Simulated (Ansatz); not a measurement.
`C[O][Sc]([Cl])[O][SiH3]` + `C[SiH2]N[SiH2]O` → `[CH3][Sc]([Cl])[O][SiH3]` + `CO[SiH2]N[SiH2]O`  (redistribution)

Program: Ansatz. Geometries: PBE0-D4/def2-TZVP. ΔE: electronic, gas phase. CBS: MP2 limit from def2 TZ/QZ plus the TZ coupled-cluster correction, frozen cores. DFT in def2-TZVPP. B3LYP here is the variant with VWN-RPA as its local correlation; programs differ in this. For Sc outer-core shells are correlated without core-valence functions, which leaves a few kJ/mol of doubt a bond. Scalar relativity is left out up to krypton. One conformer a species, not always the lowest.

```json
{"level": "PBE-D4", "ΔE (kJ/mol)": "108.1", "difference from CCSD(T)/CBS": "9.6"}
{"level": "r2SCAN-D4", "ΔE (kJ/mol)": "102.1", "difference from CCSD(T)/CBS": "3.6"}
{"level": "B3LYP-D4", "ΔE (kJ/mol)": "101.4", "difference from CCSD(T)/CBS": "2.9"}
{"level": "ωB97M-V", "ΔE (kJ/mol)": "95.6", "difference from CCSD(T)/CBS": "-2.9"}
{"level": "B2PLYP", "ΔE (kJ/mol)": "107.7", "difference from CCSD(T)/CBS": "9.2"}
{"level": "PBE", "ΔE (kJ/mol)": "112.5", "difference from CCSD(T)/CBS": "14.0"}
{"level": "r2SCAN", "ΔE (kJ/mol)": "103.3", "difference from CCSD(T)/CBS": "4.8"}
{"level": "PBE0", "ΔE (kJ/mol)": "106.3", "difference from CCSD(T)/CBS": "7.8"}
{"level": "MP2/def2-TZVPP", "ΔE (kJ/mol)": "104.0", "difference from CCSD(T)/CBS": "5.5"}
{"level": "SCS-MP2/def2-TZVPP", "ΔE (kJ/mol)": "103.3", "difference from CCSD(T)/CBS": "4.8"}
{"level": "CCSD/def2-TZVPP", "ΔE (kJ/mol)": "99.9", "difference from CCSD(T)/CBS": "1.4"}
{"level": "HF/def2-QZVPP", "ΔE (kJ/mol)": "97.4", "difference from CCSD(T)/CBS": "-1.1"}
{"level": "MP2/def2-QZVPP", "ΔE (kJ/mol)": "102.0", "difference from CCSD(T)/CBS": "3.5"}
{"level": "SCS-MP2/def2-QZVPP", "ΔE (kJ/mol)": "101.6", "difference from CCSD(T)/CBS": "3.1"}
{"level": "HF/CBS(def2)", "ΔE (kJ/mol)": "97.3", "difference from CCSD(T)/CBS": "-1.2"}
{"level": "CCSD/CBS(def2)", "ΔE (kJ/mol)": "96.9", "difference from CCSD(T)/CBS": "-1.6"}
{"level": "CCSD(T)/CBS", "ΔE (kJ/mol)": "98.5", "difference from CCSD(T)/CBS": "0"}
```

Largest T1 diagnostic among the species: 0.015.

The D4 term adds −6.9 kJ/mol with B3LYP and −3.8 kJ/mol with PBE0; it sums over pairs of atoms, weighted by their polarisabilities, and B3LYP, whose exchange is more repulsive, gets the larger term. In def2-TZVPP, CCSD(T) changes the Hartree–Fock value by +3.4 kJ/mol (the triples alone add +1.6 kJ/mol) and MP2 by +5.9 kJ/mol.
